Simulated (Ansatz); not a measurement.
Species: BF, charge 1, doublet. BF+ (parent SMILES [B]F, doublet).
B3LYP-D3(BJ)/def2-TZVP minimum from Ansatz (a program for electronic structure):
```xyz
2

B      0.0000     0.0000    -0.7810
F      0.0000     0.0000     0.4339
```
Charge +1, spin multiplicity 2.

Total energies in cc-pVQZ, 9 correlated electrons, 2 frozen orbitals. Open shells are spin-unrestricted; no spin-orbit coupling. Correlated methods leave the cores frozen. No relativity.

```csv
method,program,energy (Eh),minus CCSDT(Q) (mEh)
HF,Ansatz,-123.80598,326.75
MP2,Ansatz,-124.12156,11.18
CCSD,Ansatz,-124.12091,11.82
CCSD(T),Ansatz,-124.13214,0.59
CCSDT(Q),Ansatz,-124.13273,0.00
```

Rough core times of Ansatz's runs on a shared machine: CCSD(T) under 20 s, CCSDT(Q) 20 min.
